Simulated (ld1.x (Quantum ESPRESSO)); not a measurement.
# What one change does to a pseudopotential (O (Z = 8), ultrasoft)

```
Element                 : oxygen
Generator               : ld1.x (Quantum ESPRESSO) 7.5
Type                    : ultrasoft
Functional              : PBEsol
Relativity              : scalar-relativistic
Frozen core             : [He]
Valence charge          : 6
Reference configuration : 2s2 2p3 (charge +1)
Partial waves           : 2s (bound): rcut 0.80, rcutus 1.05 bohr; 2s channel at -2.25 Ry: rcut 0.80, rcutus 1.05 bohr; 2p (bound): rcut 1.50, rcutus 2.05 bohr; 2p channel at -1.25 Ry: rcut 1.50, rcutus 2.05 bohr; 3d channel at 0.45 Ry: rcut 1.90, rcutus 2.05 bohr; 3d channel at 1 Ry: rcut 1.90, rcutus 2.05 bohr
Local potential         : all-electron potential smoothed inside 0.85 bohr (lloc = -1)
Core correction         : Bessel-smoothed model core inside 1.05 bohr
Augmentation charge     : PSQ, inside the norm-conserving radii
```

Change: local potential all-electron potential smoothed inside 1.20 bohr (lloc = -1).

Cutoffs: the cutoffs (Ry, on a coarse ladder) from which the occupation-weighted sum of valence levels, in a spherical-Bessel basis at the reference potential, stays within 10 and 1 mRy of its value at 400 Ry; they do not see the model core or the augmentation charge, which bear on the density cutoff. Errors are all-electron minus pseudo energies relative to the spin-unpolarised reference configuration.

What does the change do?

The potential gets neither clearly harder nor softer (25 Ry and 40 Ry → 25 Ry and 45 Ry); of the 7 tests that both files solve, the error grows in 1 and shrinks in 0 by more than 15 % and 0.3 meV (median size 264.4 → 265.7 meV); the range in which the d phases agree widens (upper end 1.6 → 4.7); neither file shows a bound ghost.

| quantity | base | changed |
| --- | --- | --- |
| cutoff, loose | 25 Ry | 25 Ry |
| cutoff, tight | 40 Ry | 45 Ry |
| bound ghosts | none | none |
| error for 2s2 2p4, meV [ΔE -16.36 eV] | -351 | -396 |
| error for 2s2 2p2, meV [ΔE 33.48 eV] | -264 | -266 |
| error for 2s2 2p1, meV [ΔE 87.18 eV] | -213 | -234 |
| error for 2s2 2p0, meV [ΔE 163.83 eV] | +742 | +741 |
| error for 2s0 2p6, meV [ΔE 13.39 eV] | -616 | -718 |
| error for 2s2 2p3.5, meV [ΔE -10.11 eV] | -93 | -103 |
| error for 2s1 2p4, meV [ΔE 15.14 eV] | +0.1 | -0.3 |
| s: phases at 2.26 bohr within 0.05 rad from the reference energy up to (Ry; the scan ends near 5) | to the end of the scan | to the end of the scan |
| p: phases at 2.26 bohr within 0.05 rad from the reference energy up to (Ry; the scan ends near 5) | -0.1 | 0.6 |
| d: phases at 2.26 bohr within 0.05 rad from the reference energy up to (Ry; the scan ends near 5) | 1.6 | 4.7 |
| lowest overlap eigenvalue by channel | s 0.55, p 0.50, d 0.86 | s 0.57, p 0.57, d 0.85 |
